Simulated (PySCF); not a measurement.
SMILES CO[Si](OC)(OC)S[SiH3], GFN2-xTB optimised geometry.

```
21

Si    -0.89    -2.48     0.00
S     -1.61    -0.45     0.00
Si    -0.95     0.16    -1.93
O     -0.24     1.61    -1.87
C      0.61     2.13    -0.88
O      0.00    -1.10    -2.34
C      0.61    -1.30    -3.59
O     -2.10     0.26    -3.06
C     -3.14     1.20    -3.13
H      0.56    -2.48     0.00
H     -1.46    -3.21    -1.12
H     -1.42    -2.95     1.27
H      0.67     3.21    -1.03
H      1.61     1.69    -0.97
H      0.22     1.92     0.12
H     -0.14    -1.33    -4.38
H      1.32    -0.50    -3.80
H      1.13    -2.26    -3.54
H     -3.80     1.10    -2.27
H     -2.73     2.22    -3.15
H     -3.69     1.01    -4.04
```

Density from PBE0/def2-SVP (PySCF) at that geometry.

Minimum of the electron density along straight lines between bonded atoms, close to the bond critical point (lines longer than 1.1 times the sum of covalent radii, or with two minima, are not listed):

| bond | length / Å | ρ at the minimum / e bohr⁻³ | ∇²ρ there / e bohr⁻⁵ | position (fraction from the first atom) |
|---|---|---|---|---|
| Si1–S2 | 2.151 | 0.089 | 0.16 | 0.36 |
| S2–Si3 | 2.127 | 0.097 | 0.18 | 0.65 |
| Si3–O4 | 1.623 | 0.131 | 1.09 | 0.41 |
| O4–C5 | 1.407 | 0.249 | -0.26 | 0.66 |
| Si3–O6 | 1.624 | 0.132 | 1.08 | 0.41 |
| O6–C7 | 1.406 | 0.250 | -0.26 | 0.66 |
| Si3–O8 | 1.615 | 0.134 | 1.13 | 0.41 |
| O8–C9 | 1.405 | 0.250 | -0.26 | 0.66 |
| Si1–H10 | 1.456 | 0.120 | 0.32 | 0.49 |
| Si1–H11 | 1.455 | 0.120 | 0.33 | 0.49 |
| Si1–H12 | 1.457 | 0.120 | 0.32 | 0.49 |
| C5–H13 | 1.090 | 0.284 | -1.09 | 0.64 |
| C5–H14 | 1.092 | 0.282 | -1.07 | 0.63 |
| C5–H15 | 1.091 | 0.283 | -1.09 | 0.64 |
| C7–H16 | 1.090 | 0.284 | -1.09 | 0.64 |
| C7–H17 | 1.091 | 0.282 | -1.07 | 0.63 |
| C7–H18 | 1.090 | 0.284 | -1.09 | 0.64 |
| C9–H19 | 1.091 | 0.283 | -1.08 | 0.64 |
| C9–H20 | 1.090 | 0.284 | -1.09 | 0.64 |
| C9–H21 | 1.090 | 0.284 | -1.09 | 0.64 |
